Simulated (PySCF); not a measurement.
**Correlation energy of O (oxygen, neutral)**

[He] 2s2 2p4, high-spin 3P determinant. All numbers are calculated (PySCF 2.14, scalar relativity by spin-free X2C-1e, in Sapporo-DZP-2012 (4s3p1d, 18 functions)). Frozen: 1s2; 6 electrons correlated.

MP2 pair energies summed by pair of shells (mhartree):

```
 pair  energy  share (%)
2p-2p  -53.79       48.0
2s-2p  -49.96       44.6
2s-2s   -8.37        7.5
```

Total MP2 correlation energy: -112.12 mhartree.

Same-spin part -29.55 and opposite-spin part -82.56 mhartree; SCS-MP2 scales them by 1/3 and 6/5 to -108.93 mhartree.

```tsv
level	correlation energy (mhartree)
CCSD	-128.13
(T)	-0.95
CCSD(T)	-129.08
```

Diagnostics: T1 = 0.0040, D1 = 0.0097, largest double amplitude 0.054.

Cost of the coupled-cluster step: 0.18 s of wall time on 1 thread of Neoverse-N1 (shared host), for 6 correlated electrons.
